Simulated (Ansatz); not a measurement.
Two members of one family (Dimethylphenylsulfonium salts), computed with Ansatz in the gas phase. Binding counts from free atoms in the multiplicity of their measured ground term, without zero-point energy. The structures are stationary points that may keep the symmetry of their start.

First: dimethylphenylsulfonium hydroxide (singlet, charge 0, PBE-D4/def2-SVP geometry).

```xyz
22

C     0.9500   -1.9493    0.7514
S    -0.6767   -1.4631    0.0683
C    -0.6266   -1.3759   -1.7591
C    -0.2561    0.4270    0.2505
C    -1.1395    1.1465    1.0673
C    -0.9449    2.5217    1.2881
C     0.1389    3.1795    0.6874
C     1.0261    2.4628   -0.1334
C     0.8293    1.0899   -0.3501
H     1.3206   -1.1582    1.4298
H     0.7526   -2.9093    1.2557
H     1.6684   -2.0929   -0.0810
H    -1.3747   -2.1196   -2.0791
H    -0.8525   -0.3471   -2.0958
H     0.3792   -1.6754   -2.1129
H    -1.9891    0.6223    1.5373
H    -1.6431    3.0808    1.9300
H     0.2943    4.2563    0.8563
H     1.8766    2.9774   -0.6069
H     1.5366    0.5363   -0.9910
O    -0.9918   -3.4093   -0.1835
H    -0.2776   -3.8006   -0.7293
```

```json
{"level": "PBE-D4/def2-SVP", "HOMO (eV)": "-4.58", "LUMO (eV)": "-1.36", "gap (eV)": "3.22", "binding per atom (eV)": "4.49"}
{"level": "PBE-D4/def2-TZVP", "HOMO (eV)": "-5.09", "LUMO (eV)": "-1.58", "gap (eV)": "3.51", "binding per atom (eV)": "4.46"}
{"level": "r2SCAN-D4/def2-TZVP", "HOMO (eV)": "-5.40", "LUMO (eV)": "-1.41", "gap (eV)": "3.99", "binding per atom (eV)": "4.34"}
{"level": "PBE0-D4/def2-SVP", "HOMO (eV)": "-6.13", "LUMO (eV)": "-0.50", "gap (eV)": "5.63", "binding per atom (eV)": "4.39"}
{"level": "PBE0-D4/def2-TZVP", "HOMO (eV)": "-6.42", "LUMO (eV)": "-0.70", "gap (eV)": "5.72", "binding per atom (eV)": "4.36"}
```

Second: dimethylphenylsulfonium tetrafluoroborate (singlet, charge 0, PBE-D4/def2-SVP geometry).

```xyz
25

C    -1.862   -1.301    0.536
S    -1.042   -0.229   -0.673
C    -0.874   -1.387   -2.071
C     0.663   -0.100   -0.118
C     1.134    1.217    0.012
C     2.464    1.406    0.413
C     3.288    0.303    0.690
C     2.791   -1.005    0.567
C     1.466   -1.217    0.158
H    -1.790   -0.740    1.484
H    -2.922   -1.335    0.221
H    -1.392   -2.301    0.570
H    -1.898   -1.583   -2.445
H    -0.292   -0.863   -2.853
H    -0.376   -2.331   -1.781
H     0.445    2.057   -0.173
H     2.854    2.429    0.523
H     4.328    0.462    1.011
H     3.435   -1.867    0.792
H     1.078   -2.242    0.065
F    -1.579    2.761   -0.427
B    -2.331    2.165    0.615
F    -1.391    1.339    1.372
F    -2.909    3.095    1.447
F    -3.287    1.271    0.064
```

Question: Estimate how these quantities change from the first to the second (second minus first).

Answer: 
```
              level  Δ HOMO (eV)  Δ LUMO (eV)  Δ gap (eV)  Δ binding per atom (eV)
    PBE-D4/def2-SVP        -1.77        -1.25        0.52                     0.28
   PBE-D4/def2-TZVP        -1.80        -1.18        0.62                     0.24
r2SCAN-D4/def2-TZVP        -1.92        -1.20        0.71                     0.25
   PBE0-D4/def2-SVP        -2.04        -1.29        0.75                     0.27
  PBE0-D4/def2-TZVP        -1.77        -1.19        0.58                     0.24
```
